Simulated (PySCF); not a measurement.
**Relaxation of triplet [TcS2]-**

All numbers come from UPBE0/[Tc def2-TZVPD with ECP28, S def2-TZVPD], scalar-relativistic core potentials, density fitting, no spin–orbit coupling, PySCF. A (50,194) grid was used.

A hand-made bent start, of C2v symmetry, held to at least that symmetry:

Coordinates in bohr (charge -1 multiplicity 3):
```
Tc    0.0000    0.0000   -0.9108
S     3.3127    0.0000    1.4088
S    -3.3127    0.0000    1.4088
```

Optimiser trace:
```tsv
step	E − E(last) (kJ/mol)	largest gradient (Eh/bohr)
0	23.92	0.03885
1	8.18	0.01339
2	1.67	0.00427
3	0.06	0.00132
4	0.00	0.00053
5	0.00	0.00008
```

It ends at C2v with Tc–S 2.105 Å (×2); S–Tc–S 130.6° (after a last refinement on a finer grid). A frequency run shows a minimum. Other isomers or separated fragments may lie lower.

With open d or f shells other occupations or spin states may lie lower. At this level a quintet minimum of C2v symmetry lies 26 kJ/mol below this structure.

The relaxation took about 70 core-seconds on a shared host.
